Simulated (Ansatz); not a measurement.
Input file for Ansatz (a program for electronic structure): R-wB97X-V/cc-pV(T+d)Z on SiS, a point of a bond scan (R = 1.938 Å). Files ending in .json are basis or fitting sets from the Basis Set Exchange.

Ansatz 0.2 input:
```yaml
crystal:
  periodic: [false, false, false]
  atoms:
    - {symbol: Si, position_ang: [-0.00000000, -0.00000000, -1.03360590]}
    - {symbol: S, position_ang: [0.00000000, 0.00000000, 0.90440516]}
basis:
  gaussian:
    orbitals: cc-pV_T+d_Z.json
    pivot_positions_ang: [[-0.00000000, -0.00000000, -1.03360590], [0.00000000, 0.00000000, 0.90440516]]
hamiltonian:
  xc: {name: wB97X-V}
scf: {lower_state_search: off}
output: {orbitals: {seedname: ./end}}
```

The head of its log:

```
WARN ansatz: RAYON_NUM_THREADS=1 ignored (pool sized by the plan → 1); use --threads N
Functional definition: wB97X-V
these checks for a lower state are left out or cut short: stability, starts, cluster_reference, orbital_swaps, neighbouring_geometries, increment
integrals: 0.03 GiB planned
618 factors; their error is unknown
integrals: 0.06 GiB planned
115 factors; integrals over basis functions are off by at most 1.6e-5 eV
mean field: 0.26 GiB planned
mean field evaluation 1: about -18709.3144 eV, gradient 2.0e1 eV
mean field evaluation 2: about -18709.1034 eV, gradient 2.4e1 eV
```

Question: What total energy does the run end on?

Answer: -687.6086 hartree.
